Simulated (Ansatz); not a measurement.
Start from `[CH3][Sc]([OH])[OH]` and change one atom or group to get `[NH2][Sc]([OH])[OH]`.

Ansatz, PBE0-D4/def2-TZVP geometries, multiplicity 1. Each molecule was computed in one conformer, which needn't be the lowest.

Scalar relativity is left out up to krypton.

| property | `[CH3][Sc]([OH])[OH]` |
| --- | --- |
| LUMO energy (B3LYP/def2-TZVPP) / eV | -1.92 |
| HOMO energy (ωB97M-V/def2-TZVPP) / eV | -8.94 |
| HOMO energy (PBE0/def2-TZVPP) / eV | -6.62 |
| size of the dipole moment (ωB97M-V/def2-TZVPP) / D | 2.24 |
| LUMO energy (PBE0/def2-TZVPP) / eV | -1.51 |
| HOMO–LUMO gap (PBE0/def2-TZVPP) / eV | 5.11 |

(1) What does the change do to each property? (An estimate is asked.)

Answers

(1) Computed: 
```csv
property,`[NH2][Sc]([OH])[OH]`,shift
LUMO energy (B3LYP/def2-TZVPP) / eV,-1.61,0.31
HOMO energy (ωB97M-V/def2-TZVPP) / eV,-9.17,-0.23
HOMO energy (PBE0/def2-TZVPP) / eV,-6.79,-0.17
size of the dipole moment (ωB97M-V/def2-TZVPP) / D,0.80,-1.44
LUMO energy (PBE0/def2-TZVPP) / eV,-1.23,0.28
HOMO–LUMO gap (PBE0/def2-TZVPP) / eV,5.56,0.45
```

With PBE0 the HOMO falls by 0.17 eV and the LUMO rises by 0.28 eV, so the gap widens by about 0.45 eV. PBE moves the HOMO by -0.18 eV and ωB97M-V by -0.23 eV. Dipoles are sizes alone; their direction can turn.

B3LYP here is the variant with VWN-RPA as its local correlation; programs differ in this.
